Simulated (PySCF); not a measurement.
Spinor energies of Zn (zinc, neutral)

Start: [Ar] 3d10 4s1 4d1; 4s1/2 filled at m_j = +1/2; 4d5/2 filled at m_j = +5/2. Calculated with PySCF 2.14 in x2c-TZVPall-2c with one added diffuse shell each of s, p, d type (7s8p5d1f, 63 functions): generalised Hartree-Fock with the X2C-1e Hamiltonian and a Gaussian nucleus; one run each with spin-orbit coupling (SO) switched off, then screened by Boettger's factors. This is a chosen level, not necessarily the ground level.

| spinor shell | electrons | ε, spin-free (eV) | ε, screened SO (eV) | weight of nominal j (screened SO) | rms radius, screened SO (bohr) |
| --- | --- | --- | --- | --- | --- |
| 1s1/2 | 2 | -9734.7 | -9734.5 | 1.000 | 0.0580 |
| 2s1/2 | 2 | -1238.2 | -1238.2 | 1.000 | 0.244 |
| 2p1/2 | 2 | -1069.6 | -1086.0 | 1.000 | 0.217 |
| 2p3/2 | 4 | -1069.6 | -1061.7 | 1.000 | 0.220 |
| 3s1/2 | 2 | -162.55 | -162.55 | 1.000 | 0.732 |
| 3p1/2 | 2 | -110.34 | -112.58 | 1.000 | 0.770 |
| 3p3/2 | 4 | -110.34 | -109.26 | 1.000 | 0.781 |
| 3d3/2 | 4 | -25.576 | -25.832 | 0.999 | 0.995 |
| 3d5/2 | 6 | -25.576 | -25.407 | 0.999 | 1.00 |
| 4s1/2 | 1 | -12.445 | -12.446 | 1.000 | 2.76 |
| 4d5/2 | 1 | -0.961 | -0.960 | 1.000 | 6.60 |

```
   quantity    spin-free  screened SO
E (hartree)  -1793.97591  -1794.02693
        M_J            3            3
       ⟨J²⟩       12.001       12.001
       ⟨L²⟩        6.000        6.002
       ⟨S²⟩        2.001        2.003
```

Without spin-orbit coupling the j labels of p, d and f shells carry no meaning; the spin-free column gives the mean over the occupied spinors of each nl shell.
